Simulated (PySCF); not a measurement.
A geometry optimisation on `CC(C)[O][GeH2][C](F)(F)F`.

Method: PBE0-D3(BJ)/def2-SVP geometry optimisation, gas phase (PySCF 2.14.0). Start geometry: GFN2-xTB. The command runs a driver script over a list of jobs; the input below is this job's line of settings and its coordinates in Å.

Command:
```bash
OMP_NUM_THREADS=1 python probes_run.py task.json out
```

Input:
```
{"job": {"xc": "PBE0", "basis": "def2-SVP", "d3": "d3bj", "grid": 1, "kind": "geom"}, "charge": 0, "multiplicity": 1}
C     -2.005690     1.223188    -0.728478
C     -0.879624     0.625234     0.106344
C     -1.373221    -0.526734     0.970037
O      0.134453     0.206001    -0.806954
Ge     1.442105    -0.898118    -0.623964
C      2.597879    -0.285887     0.937523
F      2.064782     0.765642     1.589525
F      3.832248     0.088218     0.564012
F      2.751043    -1.254891     1.860280
H     -1.611506     2.008234    -1.367884
H     -2.448244     0.453850    -1.356370
H     -2.769919     1.643431    -0.081201
H     -0.454219     1.403617     0.753100
H     -1.748884    -1.328463     0.336415
H     -2.169380    -0.187552     1.627147
H     -0.553773    -0.910573     1.580862
H      1.019499    -2.315031    -0.309483
H      2.163692    -0.703849    -1.915885
```

Output:
```
step   0  E = -2608.14527073  max force = 0.025687
step   1  E = -2608.14895257  max force = 0.010174
step   2  E = -2608.14940398  max force = 0.003467
step   3  E = -2608.14946916  max force = 0.001562
step   4  E = -2608.14949583  max force = 0.001280
step   5  E = -2608.14951581  max force = 0.000569
step   6  E = -2608.14952975  max force = 0.000486
step   7  E = -2608.14953935  max force = 0.000556
step   8  E = -2608.14954689  max force = 0.000739
step   9  E = -2608.14955768  max force = 0.001126
step  10  E = -2608.14922752  max force = 0.007592
step  11  E = -2608.14988808  max force = 0.003217
step  12  E = -2608.15016370  max force = 0.003067
step  13  E = -2608.15086762  max force = 0.001517
step  14  E = -2608.15055015  max force = 0.003463
step  15  E = -2608.15130528  max force = 0.001022
step  16  E = -2608.15134179  max force = 0.000616
step  17  E = -2608.15135328  max force = 0.000476
step  18  E = -2608.15136445  max force = 0.000458
step  19  E = -2608.15136968  max force = 0.000285
optimisation converged
```

Energies in Eh; «max force» is the largest Cartesian gradient component in Eh/bohr.

**Question.** Give the first gradient maximum in eV/Å.

**Answer.** With 1 Eh/bohr = 51.422 eV/Å, 1.321 eV/Å.

In short: final energy -2608.15137 Eh after 19 steps; dipole 1.36 D.

Cost: about 16 min of CPU time on one thread; the machine was shared, so the figure is rough.
Labels such as C1 count atoms from 1, the log's own numbers from 0.
